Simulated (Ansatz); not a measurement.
A structure relaxed at PBE0-D4/def2-TZVP, charge 0, multiplicity 1:

```
atom   x (Å)   y (Å)   z (Å)
 Cl1   2.288  -0.899   1.758
 Al2   0.256  -0.366   1.562
  S3  -0.644  -1.637  -0.211
 Al4  -0.964   0.472  -1.220
 Cl5   0.216   0.525  -2.969
  S6   0.170   1.708   0.440
  H7  -0.761  -0.352   2.759
  H8   0.554  -1.831  -0.795
  H9  -2.491   0.837  -1.187
 H10   1.375   1.543  -0.138
```

(1) Give its formula and SMILES.

(2) Point group (tolerance 0.08 Å, 0.16 Å for H)?

(3) Summarise the bond lengths by kind.

Results:

(1) Al2Cl2H4S2, `[Cl][Al@H-]1[SH+][Al@@H-]([Cl])[SH+]1`.

(2) C2v.

(3) 2 × Al–Cl 2.110 Å; 4 × Al–S 2.360 Å; 2 × Al–H 1.570 Å; 2 × H–S 1.346 Å.

Computed with Ansatz.
